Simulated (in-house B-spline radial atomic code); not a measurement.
## Excitations of the selenium ion Se¹⁶⁺ by several methods

Full response, energies in eV; labels give the largest channel, * marks a mixed state, a dash one above the method's threshold, and an imaginary frequency an unstable closed-shell reference. Computed with a B-spline radial code for spherical atoms: linear response of the closed shell [Ne] 3s2 3p6 with each method's own kernel (bare exchange for TDHF, static screening on G0W0 levels for BSE, the adiabatic kernel for functionals); non-relativistic, point nucleus, no spin-orbit coupling, no double excitations, S, P, D and F terms only. Only terms of natural parity with L up to 3 were computed.

Without relativity these are model numbers for so heavy an element.

| method | 3p → 3d 3P | 3p → 3d 3F | 3p → 3d 1F | α (bohr³) |
| --- | --- | --- | --- | --- |
| TDHF | ? | ? | ? | ? |
| PBE | 80.91 | 81.86 | 88.88 | 0.1234 |
| wB97X | 81.08 | 82.53 | 89.04 | 0.1232 |
| LDA VWN5 | 80.79 | 82.72 | 88.90 | 0.1235 |
| HSE06 | ? | ? | ? | ? |
| LDA exchange-only | 80.24 | 82.37 | 88.99 | 0.1236 |

Q: What does HSE06 give?

A: 3p → 3d 3P: 80.77; 3p → 3d 3F: 82.13; 3p → 3d 1F: 89.32; α: 0.1236 (eV, bohr³).

Q: What does TDHF give?

A: 3p → 3d 3P: 79.30; 3p → 3d 3F: 81.89; 3p → 3d 1F: 89.46; α: 0.1244 (eV, bohr³).
